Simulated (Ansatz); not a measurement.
Gas-phase electronic energies from Ansatz, PBE0-D4/def2-TZVP geometries. CCSD(T)/CBS is the MP2 limit (def2-TZVPP, def2-QZVPP) plus CCSD(T) − MP2 in def2-TZVPP, frozen cores. This one scheme is used for every species. DFT in def2-TZVPP. For Br outer-core shells are correlated without core-valence functions, which leaves a few kJ/mol of doubt a bond. Scalar relativity is left out up to krypton. Each species was taken in one conformer, which may not be the lowest.

Reaction (substitution at a C–O bond): `COc1ccc(C(=O)O)cc1` + HBr → `O=C(O)c1ccc(Br)cc1` + CH₃OH

`COc1ccc(C(=O)O)cc1`:

```xyz
19

C     2.837   -0.750   -1.739
O     2.319    0.401   -1.112
C     1.123    0.310   -0.503
C     0.657    1.480    0.103
C    -0.556    1.482    0.749
C    -1.332    0.323    0.807
C    -2.623    0.381    1.512
O    -3.073    1.361    2.051
O    -3.285   -0.793    1.507
C    -0.863   -0.837    0.203
C     0.357   -0.852   -0.451
H     2.179   -1.096   -2.543
H     2.989   -1.562   -1.021
H     3.797   -0.458   -2.161
H     1.271    2.370    0.048
H    -0.931    2.381    1.223
H    -4.106   -0.635    1.993
H    -1.460   -1.739    0.245
H     0.701   -1.767   -0.913
```

HBr:

Z-matrix (Å, degrees):
```
Br
H 1 1.420
```

`O=C(O)c1ccc(Br)cc1`:

Z-matrix (Å, degrees):
```
C
O 1 1.344
C 1 1.479 2 113.0
O 1 1.203 2 122.3 3 180.0
H 2 0.967 1 106.2 3 -180.0
C 3 1.391 1 118.0 2 180.0
C 3 1.391 1 122.2 2 -0.0
C 6 1.382 3 120.4 1 -180.0
H 6 1.083 3 118.7 1 0.0
C 7 1.384 3 120.2 1 180.0
H 7 1.082 3 119.8 1 -0.0
C 8 1.387 6 119.0 3 -0.0
H 8 1.082 6 120.8 3 180.0
H 10 1.082 7 120.7 3 -180.0
Br 12 1.884 8 119.3 6 180.0
```

CH₃OH:

```xyz
6

C    -0.288   -0.201   -0.060
O     0.776    0.667   -0.376
H    -0.833   -0.389   -0.985
H    -0.986    0.239    0.663
H     0.061   -1.165    0.332
H     1.270    0.849    0.426
```

```tsv
level	ΔE (kJ/mol)
revPBE-D4	13.2
r2SCANh-D4	18.8
CAM-B3LYP-D4	21.0
ωB97X-V	16.9
PBE0	14.6
r2SCANh	18.1
CCSD(T)/def2-TZVPP	9.2
SCS-MP2/def2-QZVPP	-0.8
```

(1) What does CCSD(T)/CBS give? (Estimate.)

Largest T1 diagnostic among the species: 0.014.

Results:

(1) Computed: +7.3 kJ/mol. The listed levels differ from it by 5.9, 11.5, 13.7, 9.6, 7.3, 10.8, 1.9, -8.1 kJ/mol.

At CCSD(T), def2-SVP lies +24.7 kJ/mol from the extrapolated value and def2-TZVPP +1.8 kJ/mol. From BLYP to BHLYP (50 % exact exchange), in def2-TZVPP and without D4, ΔE moves by +5.2 kJ/mol.
